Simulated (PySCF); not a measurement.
(E)-1-bromo-2-fluoroprop-1-ene (C3H4BrF), SMILES Br/C=C(\C)F. Heavy atoms are numbered as in [CH3:1]/[C:2]([F:3])=[CH:4]\[Br:5]. Hydrogens are named by the atom that carries them.

Coordinates come from a B3LYP-D3(BJ)/def2-SVP optimisation.

These are B3LYP/pcSseg-1 (PySCF) values and carry that method's errors.

GIAO shieldings, no solvent; atoms alike by connectivity are averaged. δ = σ(ref) − σ: ¹³C against TMS (σ = 181.3 ppm); ¹⁹F against CFCl3 (σ = 161.7 ppm); ¹H against TMS (σ = 31.68 ppm), references at their B3LYP-D3(BJ)/def2-TZVP geometries, non-relativistic (without spin–orbit terms, shifts of atoms bonded to Cl or Br come out too high).

```json
[
 {"nucleus": "¹³C", "atoms": "C2", "count": "1", "δ (ppm)": "176.1"},
 {"nucleus": "¹³C", "atoms": "C4 (CH)", "count": "1", "δ (ppm)": "112.9"},
 {"nucleus": "¹³C", "atoms": "C1 (CH3)", "count": "1", "δ (ppm)": "18.7"},
 {"nucleus": "¹⁹F", "atoms": "F3", "count": "1", "δ (ppm)": "-96.1"},
 {"nucleus": "¹H", "atoms": "H on C4", "count": "1", "δ (ppm)": "6.04"},
 {"nucleus": "¹H", "atoms": "H on C1", "count": "3", "δ (ppm)": "2.41"}
]
```
